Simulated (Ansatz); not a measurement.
CH7NSSi2, SMILES `S[SiH]1C[SiH2]N1` at its PBE0-D4/def2-TZVP geometry, where that method's forces vanish. The species carries charge 0 and has multiplicity 1.

```xyz
12

S    -2.2083   -1.3007   -1.2247
Si   -0.4022   -0.1767   -1.0459
C    -0.3321    1.2011    0.2367
Si    1.1013    0.2479    0.9991
N     0.9026   -0.9597   -0.2318
H    -2.2889   -1.5818    0.0874
H    -0.1492    0.2192   -2.4560
H    -1.2226    1.2857    0.8596
H    -0.0833    2.1849   -0.1628
H     2.4143    0.9497    0.9703
H     0.8862   -0.2474    2.3877
H     1.3822   -1.8222   -0.4197
```

Task: What forces (eV/Å) does r2SCAN-D4/def2-TZVPP give on these atoms in Ansatz 0.2.0? (Estimate.)

Result: Computed: 
```
S1  -0.069 -0.039 -0.036
Si2  0.003  0.027 -0.040
C3  -0.004  0.044  0.014
Si4  0.034  0.021  0.048
N5   0.041 -0.039  0.000
H6   0.003  0.001  0.014
H7  -0.003 -0.001  0.015
H8   0.008  0.021 -0.011
H9  -0.020  0.001  0.017
H10 -0.018 -0.007  0.003
H11  0.004  0.008 -0.015
H12  0.022 -0.039 -0.008
```
